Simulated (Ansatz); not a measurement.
Isolated molecules relaxed with PBE0-D4/def2-TZVP in Ansatz; ΔE leaves out vibrations. CBS: MP2 limit from def2 TZ/QZ plus the TZ coupled-cluster correction, frozen cores. DFT in def2-TZVPP. One conformer a species, not always the lowest.

`C[SiH](N)CN` + `[SiH3]C(Cl)Cl` → `C[SiH2]C(Cl)Cl` + `NC[SiH2]N`  (formal exchange of groups at a C–Si bond)

(1) Is it downhill or uphill in electronic energy at CCSD(T)/CBS, and by how much? (Best estimate.)

(2) What do these levels give: B2PLYP, PBE, PBE0, MP2/def2-QZVPP, SCS-MP2/def2-QZVPP, HF/CBS(def2)? (An estimate is asked.)

Largest T1 diagnostic among the species: 0.010.

Answers

(1) The calculation gave: Nearly level: ΔE = -0.02 eV.

(2) The calculation gave: B2PLYP -0.02, PBE -0.02, PBE0 -0.02, MP2/def2-QZVPP -0.03, SCS-MP2/def2-QZVPP -0.03, HF/CBS(def2) -0.03 eV.
